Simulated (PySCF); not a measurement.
Isomers of C6H13PS, one conformer each; single-point electronic energies without zero-point terms and without any empirical dispersion term.

Computed with PySCF at PBE0/pcSseg-1, non-relativistic, each on one gas-phase PBE0-D3(BJ)/def2-SVP geometry that isn't relaxed in the solvent. The solvent is an IEF-PCM continuum (van der Waals radii × 1.2). Only the electrostatic response of the medium enters.

```csv
isomer,"relative energy, gas (kJ/mol)",dipole (D)
`C[C@@H]1CC[P@@H](=S)[C@@H]1C`,0.0,5.13
`C(C)([P@](=S)(C=C)C)C`,46.3,4.51
```

How do the relative energies look in chloroform (ε = 4.711)?

```
                        isomer  relative energy, solvent (kJ/mol)  E(solvent) − E(gas) (kJ/mol)  dipole in solvent (D)
`C[C@@H]1CC[P@@H](=S)[C@@H]1C`                                0.0                         -25.5                   6.65
       `C(C)([P@](=S)(C=C)C)C`                               47.6                         -24.2                   6.05
```

The order is unchanged. Conformers: `[CH3:1][C@@H:2]1[CH2:3][CH2:4][P@@H:5](=[S:6])[C@@H:7]1[CH3:8]` with C1–C2–C3–C4 -75°, C2–C3–C4–P5 -33°, C3–C4–P5–S6 -119°, C4–P5–C7–C8 152°; `[CH2:1]=[CH:2][P@@:3]([CH3:4])(=[S:5])[CH:6]([CH3:7])[CH3:8]` with C1–C2–P3–C4 -126°, C2–P3–C6–C7 -64°. `C[C@@H]1CC[P@@H](=S)[C@@H]1C` gains most from the continuum, and it has the largest gas-phase dipole. The gains span 1.3 kJ/mol, the gas-phase energies 46.3 kJ/mol.
